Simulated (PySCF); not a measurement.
Broadened absorption spectrum of WSMe4

WSMe4, C4H12SW (singlet state).
SMILES: `[CH3][W]([CH3])([CH3])([CH3])=[S]`

Method used: PySCF 2.14.0, density-fitted response routines, TDDFT PBE0/def2-SVPD, vertical, gas phase, core orbitals frozen in the response, def2 core potentials past Kr. Isolated species at its PBE0-D3(BJ)/def2-SVP geometry, gas phase. Spin–orbit coupling is left out.

Each state is given a Gaussian of 0.3 eV full width at half maximum, with ε(max) = 2.175×10⁸ f / Δν̃ (Δν̃ the width in cm⁻¹). The width is an assumption, not a result. The curve ends short of the highest state used, and states not computed would add to its high-energy end.

```csv
E (eV),ε (L mol⁻¹ cm⁻¹)
1.97,3
2.03,12
2.10,58
2.17,200
2.23,455
2.30,899
2.36,1268
2.43,1430
2.49,1247
2.56,804
2.62,434
2.69,160
2.76,43
2.82,11
2.89,2
2.95,0
3.02,0
3.08,0
3.15,0
3.22,0
3.28,1
3.35,4
3.41,15
3.48,53
3.54,122
3.61,245
3.67,349
3.74,399
3.81,338
3.87,231
```

Problem. Locate the maxima and give the states behind the curve.

Solution. 512 nm (2.42 eV), ε about 1400, made up of S1 (49%) and S2 (51%); 332 nm (3.74 eV), ε about 400, made up of S3 (51%) and S4 (49%) (ε in L mol⁻¹ cm⁻¹; maxima over ε = 5, shares over 10%). The states used: S1 2.42 eV (f 0.0079); S2 2.43 eV (f 0.0080); S3 3.73 eV (f 0.0023); S4 3.74 eV (f 0.0022); S5 4.08 eV (f 0.0000); S6 4.10 eV (f 0.0000); S7 4.31 eV (f 0.0000); S8 4.41 eV (f 0.0001); S9 4.46 eV (f 0.0035); S10 4.47 eV (f 0.0034).

Problem. Does any computed singlet lie in the visible range?

Solution. 2 computed singlets (S1 to S2) lie in the visible range (380 to 750 nm), the largest f among them at 511 nm, f = 0.0080; light of that wavelength is green, and its complementary colour is purple; a Tamm–Dancoff triplet lies at 561 nm, without intensity as long as spin–orbit coupling is left out.

Problem. What would ε be at 2.42 eV, the highest of these maxima, with half the width (0.15 eV)?

Solution. About 2860 L mol⁻¹ cm⁻¹ against 1430, a factor of about 1.99; a lone state at its own centre would give exactly 2.

Problem. On this curve, what absorbance would a 10⁻⁵ mol/L sample give at 450 nm over a 1 cm path?

Solution. 450 nm is 2.755 eV, where ε is about 48 L mol⁻¹ cm⁻¹, so A = ε c l ≈ 0.00048 (Beer–Lambert, with the gas-phase spectrum and the assumed width).

Time: 57 s of wall time (grids of density and orbitals included); peak memory 1.0 GiB. Hardware: Intel Xeon Platinum 8375C at 2.90 GHz, one thread, shared host with 128 logical CPUs at a one-minute load of 41.
